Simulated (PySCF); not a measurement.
Working with the constants of RbC

UHF-CCSD(T) constants of RbC, ⁴Σ⁻ (quartet), unpaired electrons σ ↑, π ↑↑ (Rb def2-SVPD with ECP28, C def2-SVPD; scalar-relativistic core potentials (PySCF 2.14); masses 84.9118 and 12.0000 u):

- ωe: 330.6 cm⁻¹
- ωexe: 1.76 cm⁻¹
- Be: 0.21511 cm⁻¹
- αe: 0.00164 cm⁻¹
- D (centrifugal): 3.64e-07 cm⁻¹
- De to Rb + C: 1.82 eV

(1) Give the vibrational terms G(v) and spacings up to v = 6.

(2) How well does the Morse estimate ωe²/(4ωexe) reproduce De, and what is D0?

Correlated steps freeze 1 core orbital. Correlated levels converge slowly with the basis: in double zeta they bind strong bonds too weakly, by up to about 1 eV, and carry superposition errors of some tenths. Spin–orbit coupling is left out. The state was picked by a PBE0 search and need not be the measured ground state.

Results:

(1) G(v) = ωe(v+½) − ωexe(v+½)².

```json
{"v": "0", "G(v) (cm⁻¹)": "164.9", "G(v) − G(v−1)": "", "Bv (cm⁻¹)": "0.2143"}
{"v": "1", "G(v) (cm⁻¹)": "491.9", "G(v) − G(v−1)": "327.1", "Bv (cm⁻¹)": "0.2127"}
{"v": "2", "G(v) (cm⁻¹)": "815.5", "G(v) − G(v−1)": "323.6", "Bv (cm⁻¹)": "0.2110"}
{"v": "3", "G(v) (cm⁻¹)": "1135.5", "G(v) − G(v−1)": "320.0", "Bv (cm⁻¹)": "0.2094"}
{"v": "4", "G(v) (cm⁻¹)": "1452.1", "G(v) − G(v−1)": "316.5", "Bv (cm⁻¹)": "0.2077"}
{"v": "5", "G(v) (cm⁻¹)": "1765.1", "G(v) − G(v−1)": "313.0", "Bv (cm⁻¹)": "0.2061"}
{"v": "6", "G(v) (cm⁻¹)": "2074.5", "G(v) − G(v−1)": "309.5", "Bv (cm⁻¹)": "0.2044"}
```

(2) It gives 1.92 eV, 106 % of the computed De. D0 = De − G(0) = 1.82 − 0.02 = 1.80 eV.
